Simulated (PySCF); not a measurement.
**Correlation energy of As⁺ (arsenic, charge +1)**

[Ar] 3d10 4s1 4p3, high-spin 5S determinant (an excited configuration). Calculation: PySCF 2.14, in aug-cc-pVQZ-PP with ECP10MDF; a scalar-relativistic core potential. Frozen: 3s2 3p6 3d10; 4 electrons correlated.

MP2 pair energies summed by pair of shells (mhartree):

| pair | energy | share (%) |
| --- | --- | --- |
| 4p-4p | -16.51 | 81.9 |
| 4s-4p | -3.64 | 18.1 |

Total MP2 correlation energy: -20.15 mhartree.

Same-spin part -20.15 and opposite-spin part 0.00 mhartree; SCS-MP2 scales them by 1/3 and 6/5 to -6.72 mhartree.
